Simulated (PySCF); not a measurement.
tellurium hexafluoride (F6Te), SMILES F[Te](F)(F)(F)(F)F. Geometry optimised at r2SCAN-D4/def2-SVP. The def2 effective core potentials stand for the cores of Te; spin–orbit coupling is left out.

Computed equilibrium geometry at r2SCAN-D4/def2-SVP (PySCF confirms it by a frequency run) as a Z-matrix, and its point group:
point group Oh.
```
Te
F 1 1.8854
F 1 1.8854 2 90.00
F 1 1.8854 2 90.00 3 -90.00
F 1 1.8854 2 90.00 3 90.00
F 1 1.8854 3 90.00 2 180.00
F 1 1.8854 2 90.00 3 180.00
```
Charge 0, spin multiplicity 1.
